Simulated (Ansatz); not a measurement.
`[OH][Al]([F])[SeH]`, relaxed with RKS PBE-D4/def2-SVP in Ansatz 0.2.0 from a rough embedded geometry. The force threshold is 0.03 eV/Å; the program also tests the step.

Charge 0, multiplicity 1.

Start:

```xyz
6

O    -1.419   -1.024   -0.609
Al    0.307   -0.461   -0.253
F     1.522   -0.573   -1.544
Se    0.907    0.403    1.829
H    -1.894   -0.182   -0.873
H     0.578    1.838    1.450
```

| step | energy (eV) | largest force (eV/Å) | largest move (Å) |
| --- | --- | --- | --- |
| 1 | -76714.8738 | 2.189 | 0.000 |
| 2 | -76715.0884 | 1.450 | 0.140 |
| 3 | -76715.1434 | 1.247 | 0.030 |
| 4 (rejected) | -76715.1226 | 4.147 | 0.157 |
| 5 | -76715.2800 | 0.331 | 0.077 |
| 6 | -76715.3042 | 0.280 | 0.061 |
| 7 | -76715.3576 | 0.476 | 0.150 |
| 8 (rejected) | -76715.2283 | 2.289 | 0.197 |
| 9 | -76715.4089 | 0.467 | 0.098 |
| 10 | -76715.4462 | 0.627 | 0.098 |
| 11 | -76715.4859 | 0.340 | 0.150 |
| 12 | -76715.5385 | 0.162 | 0.200 |
| 13 | -76715.5475 | 0.896 | 0.197 |
| 14 (rejected) | -76715.4952 | 1.090 | 0.197 |
| 15 | -76715.5844 | 0.200 | 0.099 |
| 16 | -76715.5939 | 0.066 | 0.100 |
| 17 | -76715.5970 | 0.020 | 0.074 |
| 18 | -76715.5972 | 0.062 | 0.044 |
| 19 (rejected) | -76715.5971 | 0.017 | 0.018 |
| 20 | -76715.5974 | 0.003 | 0.009 |

End:

```xyz
6

O    -1.290   -0.889   -0.986
Al    0.103   -0.142   -0.347
F     1.487   -0.196   -1.285
Se    0.209    0.928    1.706
H    -2.152   -0.932   -0.547
H     1.643    1.232    1.460
```

Hardware: 2 threads of an Arm Neoverse N1 on a shared host. Wall time 52 s, peak host memory 0.16 GiB.
